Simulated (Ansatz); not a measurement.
Gas-phase electronic energies from Ansatz, PBE0-D4/def2-TZVP geometries. CCSD(T)/CBS adds triple-zeta CCSD(T) − MP2 to the extrapolated MP2 energy (def2 sets, frozen cores). This one scheme is used for every species. One conformer a species, not always the lowest.

Reaction (formal exchange of groups at a B–B bond): `CB([SiH3])BS` + `C=CC=S` → `C=CB(C)[SiH3]` + `S=CBS`

```csv
species,CCSD(T)/CBS(def2) energy (Eh)
`CB([SiH3])BS`,-779.30572
`C=CC=S`,-514.29239
`C=CB(C)[SiH3]`,-433.41329
`S=CBS`,-860.19563
```

(1) Work out ΔE.

Largest T1 diagnostic among the species: 0.017.

Results:

(1) ΔE = (-433.41329) + (-860.19563) − (-779.30572) − (-514.29239) = -0.01081 Eh = -28.4 kJ/mol.

In def2-TZVPP, CCSD(T) changes the Hartree–Fock value by −11.9 kJ/mol (the triples alone add −1.4 kJ/mol) and MP2 by −15.1 kJ/mol.
